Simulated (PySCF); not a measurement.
Field gradients at the hydrogen positions

C2H8O2Si3.
Numbering: `[CH:1]#[C:2][SiH2:3][O:4][SiH2:5][SiH2:6][OH:7]` (hydrogens: H8 on C1; H9, H10 on Si3; H11, H12 on Si5; H13, H14 on Si6; H15 on O7)

Structure used (GFN2-xTB), in Å, numbered top down from 1:
```xyz
15
C2H8O2Si3 angstrom
C      3.6278    0.7387    1.5487
C      2.9758    0.0989    0.7670
Si     1.9680   -0.8932   -0.4315
O      0.4861   -1.1272    0.1710
Si    -1.0015   -0.7840    0.7397
Si    -2.2077    0.0331   -1.0240
O     -3.6391    0.3538   -0.3074
H      4.2004    1.2985    2.2322
H      1.8321   -0.1425   -1.6831
H      2.5311   -2.2341   -0.5777
H     -1.4289   -2.0756    1.2970
H     -0.8012    0.1362    1.8697
H     -1.7190    1.2657   -1.6730
H     -2.4497   -0.8778   -2.1595
H     -4.3785    0.7118   -0.7911
```

Level: PBE0/pcSseg-1 (PySCF, non-relativistic); Q(2H) = 0.00286 b; rigid geometry, the same for H and D, with no vibrational averaging.

Question: Rank these positions by the coupling χzz of a deuteron there, largest first.
A. H15 (hydroxyl hydrogen)
B. H11 (Si–H hydrogen)
C. H8 (alkyne hydrogen)

Answer: A (346 kHz), C (259 kHz), B (105 kHz).

Question: Give the electric field gradient Vzz (the principal value of largest size), its asymmetry and the 2H coupling at each hydrogen.

Answer: 
| atom | bonded to | bond length (Å) | Vzz (au) | η | χzz (kHz) |
| --- | --- | --- | --- | --- | --- |
| H8 | C1 | 1.053 | 0.3855 | 0.00 | 259 |
| H9 | Si3 | 1.466 | 0.1559 | 0.02 | 105 |
| H10 | Si3 | 1.462 | 0.1593 | 0.01 | 107 |
| H11 | Si5 | 1.470 | 0.1560 | 0.02 | 105 |
| H12 | Si5 | 1.471 | 0.1550 | 0.03 | 104 |
| H13 | Si6 | 1.476 | 0.1510 | 0.04 | 101 |
| H14 | Si6 | 1.476 | 0.1516 | 0.04 | 102 |
| H15 | O7 | 0.953 | 0.5148 | 0.06 | 346 |

Question: Average by the element that carries the hydrogen.

Answer: on C: 259 kHz over 1 position, mean bond length 1.053 Å; on Si: 104 kHz over 6 positions, mean bond length 1.470 Å; on O: 346 kHz over 1 position, mean bond length 0.953 Å.

Question: How does χzz go with the bond length over the 6 Si–H bonds?

Answer: A straight-line fit has a slope of -3.5 kHz for each 0.01 Å, with a correlation coefficient of -0.96, over lengths from 1.462 to 1.476 Å. The longer bonds have the smaller couplings here.

Question: A static deuteron (I = 1) shows a doublet split by (3/2)χ, (3/4)χ(1 + η) and (3/4)χ(1 − η) with the field along z, y and x of the gradient. What are these for H8?

Answer: With |χ| = 259.0 kHz and η = 0.004: 389, 195 and 193 kHz, to first order and without motion.

The structure is a single GFN2-xTB conformer in the gas phase; no vibrational or solvent corrections. GFN2-xTB bond lengths can be off by several hundredths of an ångström, more for odd bonds, and the gradients follow them. These gradients aren't converged with respect to the basis.

These values come from a run that also computed NMR shieldings. The run took 46 s of wall time on an Arm Neoverse N1 with one thread, no GPU (shared host), and the process peaked at 0.81 GiB of memory.
